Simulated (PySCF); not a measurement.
A database entry of computed molecular properties.

```json
{
 "name": "4-bromostyrene",
 "formula": "C8H7Br",
 "smiles": "C=Cc1ccc(Br)cc1",
 "charge": 0,
 "multiplicity": 1,
 "geometry_level": "PBE0-D3(BJ)/def2-SVP",
 "atoms_angstrom": [
  ["C", 3.656, 0.594, 0.607],
  ["C", 2.709, -0.343, 0.473],
  ["C", 1.263, -0.134, 0.345],
  ["C", 0.421, -1.247, 0.204],
  ["C", -0.958, -1.109, 0.078],
  ["C", -1.516, 0.167, 0.093],
  ["Br", -3.384, 0.373, -0.075],
  ["C", -0.706, 1.295, 0.233],
  ["C", 0.668, 1.139, 0.357],
  ["H", 3.426, 1.662, 0.635],
  ["H", 4.709, 0.317, 0.694],
  ["H", 3.021, -1.393, 0.452],
  ["H", 0.859, -2.248, 0.191],
  ["H", -1.597, -1.987, -0.032],
  ["H", -1.154, 2.29, 0.243],
  ["H", 1.289, 2.03, 0.465]
 ],
 "electronic_structure_code": "PySCF",
 "results": {
  "PBE0-D3(BJ)/def2-SVP geometry optimisation, gas phase": {
   "point_group": "Cs",
   "rotational_constants_GHz": [4.986, 0.465, 0.426]
  },
  "B3LYP/def2-SVPD ground state and vertical TDDFT (core frozen in the response)": {
   "dipole_D": 1.62,
   "homo_eV": -6.43,
   "lumo_eV": -1.62,
   "S1_eV": 4.53,
   "strongest_line_of_6_singlets_eV": 4.53,
   "polarisability_au": 125.4,
   "r2_bohr2_about_centre_of_nuclear_charge": 2343.5,
   "singlets_eV_and_f": [
    [4.53, 0.287],
    [4.74, 0.234],
    [5.19, 0.0],
    [5.67, 0.141],
    [5.68, 0.0],
    [5.83, 0.065]
   ]
  }
 }
}
```

The rotational constants make it an asymmetric top with κ = (2B − A − C)/(A − C) = -0.98, nearer the prolate limit (−1). A dipole of 1.62 D is allowed in Cs, and pure rotational transitions are dipole-allowed. In wavenumbers S1 is 36500 cm⁻¹ (1 eV = 8065.54 cm⁻¹).

 Relativistic effects, spin–orbit coupling among them, are left out although an element past zinc is present.

For the geometry optimisation (PBE0-D3(BJ)/def2-SVP), rough CPU time on one thread of a shared machine: about 1.9 min.

The values belong to the conformer `[CH2:1]=[CH:2][c:3]1[cH:4][cH:5][c:6]([Br:7])[cH:8][cH:9]1`: C1–C2–C3–C4 180°.
